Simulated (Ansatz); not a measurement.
Geometry optimisation, Ansatz 0.2.0, RKS PBE0-D4/6-31G*.

Input:

```yaml
crystal:
  periodic: [false, false, false]
  atoms:
    - { symbol: B, position_ang: [-0.73792, 0.97888, -0.15002] }
    - { symbol: B, position_ang: [0.27032, -0.35573, -0.1147] }
    - { symbol: O, position_ang: [0.70297, -0.94335, 1.00481] }
    - { symbol: F, position_ang: [0.70779, -0.9181, -1.2706] }
    - { symbol: H, position_ang: [-1.90116, 0.87269, -0.18402] }
    - { symbol: H, position_ang: [-0.3192, 2.06924, -0.16823] }
    - { symbol: H, position_ang: [-0.13654, 0.15722, 0.85497] }
basis:
  gaussian: { orbitals: "6-31G*" }
hamiltonian:
  xc: pbe0
  dispersion: d4
relax:
  f_tol: 0.02
  max_steps: 50
output:
  orbitals: {}
```

Run as:

```bash
$ ansatz run input.yaml --threads 1 --pin off --max-ram 2048MiB --backend cpu --events-out ev --progress --plain --runs-dir out
```

Problem. Where does it end, and by what steps?

Solution. The forces met the threshold. After 14 steps the energy has fallen by 3.434 eV; H7 moved furthest, 1.13 Å. Parted: B1–H7, B2–H7. Joined: O3–H7.

```csv
step,energy less start (eV),largest force component (eV/Å),accepted
0,0.0000,4.642,yes
1,-0.5677,2.342,yes
2,-1.5772,3.504,yes
3,-2.1383,4.319,yes
4,-2.8592,1.968,yes
5,-3.2717,0.900,yes
6,-3.2624,1.516,no
7,-3.3787,0.250,yes
8,-3.4093,0.239,yes
9,-3.4280,0.181,yes
10,-3.4097,0.566,no
11,-3.4319,0.147,yes
12,-3.4326,0.130,yes
13,-3.4342,0.044,yes
14,-3.4342,0.011,yes
```

```xyz
7
Properties=species:S:1:pos:R:3
B -0.811 1.079 -0.357
B 0.208 -0.273 -0.206
O 0.627 -0.849 0.950
F 0.662 -0.854 -1.320
H -2.004 0.973 -0.426
H -0.382 2.198 -0.407
H 0.285 -0.413 1.738
```

Whether the end is a true minimum wasn't checked by a vibrational analysis.

The run took 16 s on 1 thread of Intel(R) Xeon(R) 6975P-C (Granite Rapids), on a shared host, peak memory 0.23 GiB.
